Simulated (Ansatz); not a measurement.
Isolated molecules relaxed with PBE0-D4/def2-TZVP in Ansatz; ΔE leaves out vibrations. CCSD(T)/CBS is the MP2 limit (def2-TZVPP, def2-QZVPP) plus CCSD(T) − MP2 in def2-TZVPP, frozen cores. Functionals use def2-TZVPP. For Br, Ti outer-core shells are correlated without core-valence functions, which leaves a few kJ/mol of doubt a bond. Scalar relativity is left out up to krypton. Each species was taken in one conformer, which may not be the lowest.

Consider the ligand exchange at a Ti–O bond: `FC(F)(F)C[O][Ti]([F])([F])[F]` + HBr → `[F][Ti]([F])([F])[Br]` + `OCC(F)(F)F`.

```json
{"level": "ωB97X-V", "ΔE (eV)": "-0.08"}
{"level": "MP2/def2-TZVPP", "ΔE (eV)": "-0.14"}
```

What does CCSD(T)/CBS give? (Estimate.)

Computed: -0.12 eV. The listed levels differ from it by 0.04, -0.02 eV.

Largest T1 diagnostic among the species: 0.022, so the coupled-cluster value is less sure than usual.

The D4 term adds +0.05 eV with B3LYP and +0.03 eV with PBE0; it sums over pairs of atoms, weighted by their polarisabilities, and B3LYP, whose exchange is more repulsive, gets the larger term. Leaving LDA and LC-ωPBE aside and taking each functional with its dispersion term where it has one, the values, not all of them listed here, spread over 0.16 eV, from PBE-QIDH to CAM-B3LYP-D4. LDA lies +0.07 eV from PBE without D4.

B3LYP here is the variant with VWN-RPA as its local correlation; programs differ in this.
